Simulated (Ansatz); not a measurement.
`[F][Ga]([F])[Cl]` + `CCO` → `CC[O][Ga]([F])[Cl]` + H–F at 700 K and 1 bar (ligand exchange at a Ga–F bond).

Gas-phase electronic energies from Ansatz, PBE0-D4/def2-TZVP geometries. CCSD(T)/CBS is the MP2 limit (def2-TZVPP, def2-QZVPP) plus CCSD(T) − MP2 in def2-TZVPP, frozen cores. This one scheme is used for every species. For Ga outer-core shells are correlated without core-valence functions, which leaves a few kJ/mol of doubt a bond. Scalar relativity is left out up to krypton. Each species was taken in one conformer, which may not be the lowest.

```json
{"species": "`[F][Ga]([F])[Cl]`", "CCSD(T)/CBS energy (Eh)": "-2583.43598", "H − E (kJ/mol)": "60.9", "S (J/(mol·K))": "377.0"}
{"species": "`CCO`", "CCSD(T)/CBS energy (Eh)": "-154.88256", "H − E (kJ/mol)": "262.0", "S (J/(mol·K))": "346.5"}
{"species": "`CC[O][Ga]([F])[Cl]`", "CCSD(T)/CBS energy (Eh)": "-2637.91891", "H − E (kJ/mol)": "279.2", "S (J/(mol·K))": "521.6"}
{"species": "H–F", "CCSD(T)/CBS energy (Eh)": "-100.39570", "H − E (kJ/mol)": "45.2", "S (J/(mol·K))": "198.5"}
```

H − E and S are ideal-gas, rigid-rotor, harmonic terms from PBE0-D4/def2-TZVP, for one conformer and one mirror image of each species. 1 Eh = 2625.50 kJ/mol, R = 8.31446 J/(mol·K).

Q: By hand: ΔE, ΔH, ΔS and ΔG.

A: ΔE = (-2637.91891) + (-100.39570) − (-2583.43598) − (-154.88256) = 0.00393 Eh = 10.3 kJ/mol. Δ(H − E) = 279.2 + 45.2 − 60.9 − 262.0 = 1.5, so ΔH = 11.8 kJ/mol. ΔS = 521.6 + 198.5 − 377.0 − 346.5 = -3.4 J/(mol·K). ΔG = 11.8 − 700 × (-3.4)/1000 = 14.2 kJ/mol.

Q: By hand: the equilibrium constant, and the temperature at which ΔG would vanish if ΔH and ΔS stayed fixed.

A: log₁₀ K = −ΔG/(RT ln 10) = -1.1. ΔH and −TΔS have one sign here, so there is no such temperature.

The number of gas molecules stays the same, so ΔS is small and ΔH decides. A doubt of 5 kJ/mol in ΔE shifts log₁₀ K by 0.4 here. Other conformers and mirror images would add mixing entropy, several J/(mol·K) or more a flexible species. Modes under 60 cm⁻¹, often nearly free rotors, make the harmonic entropy too high. These are equilibria of isolated gas molecules and say nothing of rates. Largest T1 diagnostic: 0.014 (customary marks: 0.02 for closed shells, 0.045 for open ones).

ΔS is within the doubt of such terms, so its sign, and with it that verdict, could turn.
